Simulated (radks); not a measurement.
All-electron atom: the gadolinium ion Gd14+ in [Kr] 4d9 4f2 5s2 6s1 (not the ground configuration). Method: Dirac Kohn-Sham, PBE, spin-unpolarised, spherical densities, point nucleus; open shells fill j = l - 1/2 first; computed with a radial shooting solver on a logarithmic mesh with Libxc functionals.

Normalised radial functions P(r) = r R(r) (large component), r in bohr:

r	4f7/2
0.001037	0.0000
0.001585	0.0000
0.002422	0.0000
0.003701	0.0000
0.005656	0.0000
0.008642	0.0000
0.0131	0.0001
0.02002	0.0005
0.03059	0.0023
0.04674	0.0098
0.07142	0.0379
0.1091	0.1269
0.1668	0.3515
0.2528	0.7505
0.3863	1.1906
0.5903	1.2712
0.902	0.8151
1.378	0.2560
2.106	0.0266
3.218	0.0005
4.879	0.0000

4f7/2 (empty): eigenvalue -298.99 eV, 0 radial nodes, <r> = 0.629 bohr, 90 % of the charge inside 0.975 bohr.
